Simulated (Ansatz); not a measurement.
C2H4OSi can be A, `C=C1O[SiH2]1`, or B, `[SiH3]C1=CO1`.

Isolated molecules relaxed with PBE0-D4/def2-TZVP in Ansatz; ΔE leaves out vibrations. CCSD(T)/CBS is the MP2 limit (def2-TZVPP, def2-QZVPP) plus CCSD(T) − MP2 in def2-TZVPP, frozen cores. Functionals use def2-TZVPP. B3LYP here is the variant with VWN-RPA as its local correlation; programs differ in this.

Which isomer does CCSD(T)/CBS put lower? Give the gap. (An estimate is asked.)

Ansatz gave: A, by 58.7 kcal/mol.

Give E(B) − E(A) in kcal/mol with CCSD(T)/def2-TZVPP, CCSD(T)/def2-SVP, r2SCAN-D4, B3LYP, HF/def2-TZVPP, B2PLYP, B3LYP-D4. (Estimate.)

Computed: CCSD(T)/def2-TZVPP 58.3, CCSD(T)/def2-SVP 55.0, r2SCAN-D4 58.9, B3LYP 58.1, HF/def2-TZVPP 63.3, B2PLYP 57.7, B3LYP-D4 58.3. None reverses the order clearly.

Does the order hold for the free energy at 298.15 K (harmonic terms from PBE0-D4)? (An estimate is asked.)

Ansatz gave: Yes: G(B) − G(A) = +54.0 kcal/mol.

Largest T1 diagnostic: 0.024.

Leaving LDA and LC-ωPBE aside and taking each functional with its dispersion term where it has one, the values, not all of them listed here, spread over 8.4 kcal/mol, from BLYP-D4 to BHLYP-D4. LDA lies +5.0 kcal/mol from PBE without D4. From BLYP to BHLYP (50 % exact exchange), in def2-TZVPP and without D4, E(B) − E(A) moves by +8.6 kcal/mol.
